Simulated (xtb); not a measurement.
xtb input:

```bash
xtb mol.xyz --gfn 2 --sp --chrg 0 --uhf 0
```
mol.xyz:
```
16

B     -0.00000000     0.00000000    -0.00000000
O      0.70673726     1.10572871     0.37874790
C      0.20053317     2.41093923     0.12744964
O      0.49861260    -1.24719551     0.24789583
C      1.75228937    -1.41047805     0.89951019
O     -1.20534986     0.14146680    -0.62664373
C     -1.95282254    -1.00046118    -1.02695983
H      0.92897385     3.12216411     0.51374631
H      0.06219077     2.57903681    -0.94235305
H     -0.75674533     2.56406048     0.62949044
H      1.73799874    -0.96395665     1.89564654
H      2.55693484    -0.94898031     0.32380305
H      1.93712295    -2.48011060     0.98561782
H     -1.39072146    -1.60759200    -1.73921523
H     -2.20965756    -1.62256833    -0.16737175
H     -2.86609680    -0.64205351    -1.49936414
```

Question: Predict the final energy.

Answer: -24.55135 Eh (GFN2-xTB).
